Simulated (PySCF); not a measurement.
Si(Me)(OH) (CH4OSi), SMILES C[Si]O (connectivity only; charge and spin as stated), neutral, multiplicity 1.

Geometry optimised at PBE0-D3(BJ)/def2-TZVP. Other conformers were not sampled.

All values below come from PySCF with ωB97X/def2-TZVPD.

Symmetry labels are those of the subgroup Cs that the program uses (full group Cs).

Computed valence orbital energies around the gap with their symmetry:
```csv
orbital,symmetry,energy (eV)
HOMO−7,A',-22.45
HOMO−6,A',-17.90
HOMO−5,A',-14.62
HOMO−4,A",-13.99
HOMO−3,A',-13.64
HOMO−2,A',-12.69
HOMO−1,A",-12.56
HOMO,A',-8.51
LUMO,A",0.39
LUMO+1,A',1.68
LUMO+2,A',2.08
LUMO+3,A',2.69
```
